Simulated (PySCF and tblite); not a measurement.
The numbers below are computed, except where a source is named.
**Conformer ensemble of C7H6O, numbered as in [O:1]=[CH:2][CH:3]=[C:4]1[CH:5]=[CH:6][CH:7]=[CH:8]1**

The ensemble was built from 60 distance-geometry starts (ETKDG and KDG, MMFF94s, GFN2-xTB) and rests on GFN2-xTB geometries. Energies: B3LYP-D3(BJ)/def2-SVP (IEF-PCM, chloroform), with GFN2-xTB thermal terms (modes under about 100 cm⁻¹ blended into free rotors). Symmetry numbers and mirror images are counted. Conformers within 2.5 kcal/mol (GFN2-xTB free energy) were kept, 6 at most. GIAO shieldings: B97-2/pcSseg-1 (IEF-PCM, chloroform). Shifts are against TMS (¹H), TMS (¹³C) at the same level. (PySCF 2.14, tblite 0.8.)

Torsions listed: O1–C2–C3–C4. The 5-ring runs over atoms 4–5–6–7–8.

```
conformer              shape  symmetry  E(GFN2) kcal/mol  E(DFT) kcal/mol  G(298.15 K) kcal/mol  weight %  dipole D
        1  5-ring flat; 180°        Cs              0.00             0.00                  0.00      83.5      3.65
        2    5-ring flat; 0°        Cs              0.71             1.06                  0.96      16.5      2.98
```

Weights (%) against temperature:

| T (K) | 1 | 2 | S(mix) cal/mol/K |
| --- | --- | --- | --- |
| 250 | 87.4 | 12.6 | 0.75 |
| 298.15 | 83.5 | 16.5 | 0.89 |
| 350 | 79.9 | 20.1 | 1.00 |

Averaged shifts at 298.15 K. ¹H: 10.36 (H2, 1H), 6.99 (H8, 1H), 6.99 (H7, 1H), 6.84 (H6, 1H), 6.50 (H3, 1H), 6.43 (H5, 1H) ppm. ¹³C: 196.4 (C2), 164.3 (C4), 145.0 (C7), 142.8 (C6), 135.0 (C3), 131.8 (C5), 124.2 (C8) ppm.

Coordinates of conformer 1 (Å):

```xyz
14

O     3.694   -0.257   -0.289
C     2.542    0.085   -0.398
C     1.426   -0.588    0.256
C     0.133   -0.221    0.148
C    -0.990   -0.896    0.802
C    -2.119   -0.255    0.466
C    -1.782    0.861   -0.418
C    -0.454    0.885   -0.609
H     2.265    0.956   -1.019
H     1.693   -1.443    0.865
H    -0.880   -1.755    1.435
H    -3.121   -0.491    0.775
H    -2.509    1.536   -0.833
H     0.101    1.582   -1.206
```

Coordinates of conformer 2 (Å):

```xyz
14

O     2.464   -1.273   -0.904
C     2.539   -0.201   -0.358
C     1.430    0.596    0.164
C     0.128    0.243    0.111
C    -0.989    1.036    0.631
C    -2.123    0.361    0.396
C    -1.794   -0.895   -0.285
C    -0.466   -0.968   -0.455
H     3.526    0.282   -0.205
H     1.702    1.537    0.623
H    -0.871    1.989    1.111
H    -3.125    0.659    0.650
H    -2.530   -1.619   -0.586
H     0.107   -1.748   -0.915
```

Shifts are unscaled: against experiment ¹³C can be off by 15 ppm or more and ¹H by 0.8 ppm.

Search and properties took 49 s on 1 thread of Arm Neoverse V1, on a host shared with other jobs (rough), launched as `OMP_NUM_THREADS=1 python ens_run.py task.json out`.
